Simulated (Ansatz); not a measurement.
All numbers were calculated with Ansatz.

Basis-set series for C$_{3}$H$_{6}$FIn (`C=[C](F)[InH][CH3]`). Total charge 0; spin multiplicity 1. In takes the def2 core potential. The geometry is a stationary point of PBE0-D4/def2-TZVP. It is one conformer, not always the lowest.

| functional | basis | functions | energy (Eh) | HOMO (eV) | LUMO (eV) |
| --- | --- | --- | --- | --- | --- |
| PBE0-D4 | def2-SVP | 112 | -407.43872 | -7.37 | -1.60 |
| PBE0-D4 | def2-QZVPP | 490 | -407.71656 | -7.50 | -1.67 |
| ωB97M-V | def2-SVP | 112 | -407.52595 | -9.61 | -0.01 |
| ωB97M-V | def2-QZVPP | 490 | -407.81391 | -9.75 | -0.18 |

(1) Give the rows for def2-TZVPP. (Estimate.)

Results:

(1) The calculation gave: 
| functional | basis | functions | energy (Eh) | HOMO (eV) | LUMO (eV) |
| --- | --- | --- | --- | --- | --- |
| PBE0-D4 | def2-TZVPP | 258 | -407.70300 | -7.48 | -1.66 |
| ωB97M-V | def2-TZVPP | 258 | -407.80074 | -9.73 | -0.14 |
